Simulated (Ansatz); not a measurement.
CH₉BSi₃ (`B[SiH]1C[SiH2][SiH2]1`) at its PBE0-D4/def2-TZVP geometry, where that method's forces vanish. Charge 0, multiplicity 1.

| atom | x (Å) | y (Å) | z (Å) |
| --- | --- | --- | --- |
| B1 | -0.3658 | -1.2805 | -1.5692 |
| Si2 | 0.3582 | -1.3291 | 0.1896 |
| C3 | -0.3392 | -0.4807 | 1.6951 |
| Si4 | 0.0762 | 1.2665 | 1.0570 |
| Si5 | 0.1363 | 0.7924 | -1.2864 |
| H6 | 0.3471 | -1.7379 | -2.4171 |
| H7 | -1.5563 | -1.2466 | -1.7063 |
| H8 | 1.8428 | -1.3505 | 0.3675 |
| H9 | 0.1538 | -0.7283 | 2.6343 |
| H10 | -1.4186 | -0.6144 | 1.7853 |
| H11 | -0.9733 | 2.2534 | 1.4300 |
| H12 | 1.3860 | 1.7023 | 1.6073 |
| H13 | -1.0409 | 1.4838 | -1.8715 |
| H14 | 1.3937 | 1.2695 | -1.9156 |

Problem. For each bond, give half the difference of the two atoms' forces along it (eV/Å; positive pushes the atoms apart) under PBE-D4, r2SCAN-D4, B3LYP-D4, ωB97M-V in def2-TZVPP. (Estimate.)

Solution. Ansatz gave: 
```csv
bond,length (Å),PBE-D4,r2SCAN-D4,B3LYP-D4,ωB97M-V
B1–Si2,1.903,0.01,0.05,0.10,0.00
B1–Si5,2.152,-0.08,0.00,0.20,0.11
B1–H6,1.198,0.05,-0.04,-0.11,-0.08
B1–H7,1.199,0.04,-0.04,-0.09,-0.07
Si2–C3,1.864,0.09,0.04,0.11,0.04
Si2–Si5,2.594,-0.02,0.00,0.32,0.16
Si2–H8,1.495,0.10,-0.02,-0.11,-0.11
C3–Si4,1.906,0.02,0.02,0.14,0.09
C3–H9,1.089,0.09,-0.03,-0.05,-0.04
C3–H10,1.091,0.09,-0.02,-0.06,-0.04
Si4–Si5,2.392,-0.03,0.03,0.13,0.08
Si4–H11,1.488,0.10,-0.01,-0.15,-0.16
Si5–H13,1.485,0.12,-0.01,-0.15,-0.16
Si5–H14,1.485,0.10,-0.01,-0.12,-0.13
```

B3LYP here is the variant with VWN-RPA as its local correlation; programs differ in this.
